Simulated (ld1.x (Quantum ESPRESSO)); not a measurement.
## Transferability test, ultrasoft potential for Ni (Z = 28)

ld1.x (Quantum ESPRESSO) 7.5 input, shortened:

```
&input
   title='Ni', zed=28., rel=1, dft='PBE', iswitch=3,
   config='[Ar] 3d8 4s0 4p0'
 /
 &inputp
   pseudotype=3, tm=.true., lloc=-2, rcloc=1.50,
   nlcc=.true., rcore=0.60
 /
6
4S  1  0   0.00   0.00  1.80  2.00  0.0
4S  1  0   0.00   3.40  1.80  2.00  0.0
4P  2  1   0.00   0.00  2.05  2.75  0.0
4P  2  1   0.00  -0.15  2.05  2.75  0.0
3D  3  2   8.00   0.00  0.65  0.75  0.0
3D  3  2   0.00   0.25  0.65  0.75  0.0
 &test
   configts(1)='3d8 4s0 4p0'
 /
```

Energies are relative to the spin-unpolarised reference configuration 3d8 4s0 4p0; without spin polarisation the order of configurations can differ from experiment.

```json
{"valence configuration": "3d8 4s2 4p0", "charge": "0", "ΔE all-electron (eV)": "-26.673", "error AE − PS (meV)": "+88"}
{"valence configuration": "3d7 4s0 4p0", "charge": "+3", "ΔE all-electron (eV)": "37.467", "error AE − PS (meV)": "-230"}
{"valence configuration": "3d9 4s0 4p0", "charge": "+1", "ΔE all-electron (eV)": "-20.355", "error AE − PS (meV)": "-79"}
{"valence configuration": "3d7 4s2 4p0", "charge": "+1", "ΔE all-electron (eV)": "-10.554", "error AE − PS (meV)": "-409"}
{"valence configuration": "3d8 4s0 4p1", "charge": "+1", "ΔE all-electron (eV)": "-11.667", "error AE − PS (meV)": "-5.9"}
{"valence configuration": "3d8 4s0 4p2", "charge": "0", "ΔE all-electron (eV)": "-17.171", "error AE − PS (meV)": "-13"}
```

(1) What are ΔE and the potential's error for 3d8 4s1 4p0?

Note: ghost states, extra bound levels that the all-electron valence spectrum of the same l lacks: s at -25.6 eV, s at -14.7 eV. A true bound ghost makes a file unfit for plane-wave use.

## Answers

(1) ΔE = -17.351 eV all-electron; the error (AE − PS) is +13 meV.
